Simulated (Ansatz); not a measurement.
The cluster Na₄Li₂. The state is a triplet with charge 0. Geometry PBE/def2-SVP, that of the neutral singlet; atoms count from 1.

Cartesian coordinates in Å:
```
Li 0.003 0.003 0.007
Li 1.819 0.789 2.104
Na -2.150 -2.061 -0.803
Na -0.268 -1.910 2.407
Na 1.603 2.489 -0.870
Na -1.007 0.690 -2.846
```

At PBE0/def2-TZVP a singlet of charge 0 lies 0.97 eV below the triplet at the same geometry. The structure comes from a short search, and lower isomers may exist.

Q: Estimate the Mulliken populations from the PBE0/def2-TZVP orbitals of Ansatz.

A: 
```
atom  charge (e)  spin (α − β)
 Li1        0.12         -0.15
 Li2        0.06          0.23
 Na3       -0.11          0.31
 Na4        0.02          0.65
 Na5        0.02          0.65
 Na6       -0.11          0.32
```
Mulliken values and Mayer orders depend strongly on the basis.

Q: Where does the spin sit?

A: Summed by element: Li 0.07, Na 1.93, of 2 unpaired in all. Largest on single atoms: Na4 0.65, Na5 0.65, Na6 0.32.

Q: And the Mayer bond orders between bonded heavy atoms (over 0.3)?

A: Li1–Li2 0.31 (2.88 Å); Li1–Na3 0.30 (3.09 Å); Li1–Na6 0.30 (3.10 Å); Li2–Na4 0.43 (3.43 Å); Li2–Na5 0.42 (3.43 Å); Na3–Na6 0.40 (3.61 Å).
